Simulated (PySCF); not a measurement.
## Ne⁺: ionisation energy

Ne⁺ [He] 2s2 2p5 (2P) → Ne²⁺ [He] 2s2 2p4 (3P), as a difference of total energies. All numbers are calculated (PySCF 2.14, the spin-free X2C one-electron Hamiltonian (Gaussian nucleus), in aug-cc-pVDZ-DK). Correlated levels: valence: 1s2 frozen. The calculations carry no spin-orbit coupling.

| method | ionisation energy (eV) | error (eV) |
| --- | --- | --- |
| UHF | 39.300 | -1.663 |
| LDA | 41.497 | +0.534 |
| PBE | 41.200 | +0.237 |
| PBE0 | 41.058 | +0.095 |
| r2SCAN | 41.191 | +0.228 |
| BLYP | 41.256 | +0.293 |
| M06-2X | 41.133 | +0.170 |
| PW91 | 41.305 | +0.342 |
| CAM-B3LYP | 41.328 | +0.365 |
| MP2 (valence) | 40.513 | -0.450 |
| SCS-MP2 (valence) | 40.461 | -0.502 |

Reference: 40.963 eV (measured; NIST Atomic Spectra Database, ionization energies).

Errors of the correlated levels include the incompleteness of this basis and the frozen core.
